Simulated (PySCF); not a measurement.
**Excitation energy of Dy⁺ by level of theory**

Dy⁺ [Xe] 4f10 6s1 (high-spin determinant) → Dy⁺ [Xe] 4f10 5d1 (high-spin determinant), as a difference of total energies. Computed with PySCF 2.14 in ANO-RCC-VTZP (8s7p5d3f2g1h, 104 functions), with the spin-free X2C one-electron Hamiltonian (Gaussian nucleus). Correlated levels: valence: [Kr] 4d10 frozen; valence and next inner shell: [Ar] 3d10 frozen. The calculations carry no spin-orbit coupling.

```json
{"method": "UHF", "excitation energy (eV)": "2.044"}
{"method": "LDA", "excitation energy (eV)": "2.010"}
{"method": "PBE", "excitation energy (eV)": "1.905"}
{"method": "PBE0", "excitation energy (eV)": "1.830"}
{"method": "r2SCAN", "excitation energy (eV)": "1.707"}
{"method": "SCS-MP2 (valence)", "excitation energy (eV)": "2.060"}
{"method": "MP2 (valence and next inner shell)", "excitation energy (eV)": "2.075"}
```

**Question.** Estimate what MP2 (valence) gives.

**Answer.** 2.028 eV, closest to UHF among the rows shown.

**Question.** Estimate what SCS-MP2 (valence and next inner shell) gives.

**Answer.** 2.103 eV, closest to MP2 (valence and next inner shell) among the rows shown.

A first-order spin-orbit estimate (lowest level to lowest level, LS coupling) adds 0.103 eV.

The determinant of the upper state and of the lower state mixes LS terms, which raises its energy above the lowest term, most at the Hartree-Fock and MP2 levels.
